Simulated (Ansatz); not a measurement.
Total energies of Al₂F₂ (the lowest singlet isomer of a short search) from Ansatz at PBE0-D4/def2-TZVP, gas phase (1 Eh = 27.2114 eV = 2625.5 kJ/mol). The reference geometry is relaxed at r2SCAN-D4/def2-TZVP.

```xyz
4

Al    0.340    0.563   -1.346
Al   -0.344   -0.567    1.347
F    -0.865    1.593   -1.848
F     0.869   -1.589    1.848
```

```tsv
state	geometry	energy (Eh)
charge 0 singlet	reference	-684.35544
charge 1 doublet	reference	-684.05479
charge 0 triplet	relaxed at r2SCAN-D4/def2-TZVP	-684.31190
charge 0 quintet	relaxed at r2SCAN-D4/def2-TZVP	-684.19231
free Al atom (doublet)	–	-242.24894
free F atom (doublet)	–	-99.67617
```

**Question.** Work out the vertical ionisation energy to the doublet.

**Answer.** E(charge 1 doublet) − E(charge 0 singlet) = -684.05479 − (-684.35544) = 0.30065 Eh = 8.18 eV. For comparison, −ε of the highest occupied level is 6.35 eV at this level, 1.83 eV less.

**Question.** Which of the charge 0 states is lowest, and how far above it are the others?

**Answer.** The singlet. triplet: -684.31190 − (-684.35544) = 0.04354 Eh = 114.3 kJ/mol; quintet: -684.19231 − (-684.35544) = 0.16313 Eh = 428.3 kJ/mol. The triplet differs in its bonds from the reference. The quintet differs in its bonds from the reference.

**Question.** What is the binding energy per atom against free atoms?

**Answer.** Atoms: 2 × (-242.24894) + 2 × (-99.67617) = -683.85022 Eh. Binding: -683.85022 − (-684.35544) = 0.50522 Eh = 13.75 eV, or 3.44 eV for each of 4 atoms (no zero-point energy, no counterpoise term).

The structure comes from a short search, and lower isomers may exist.
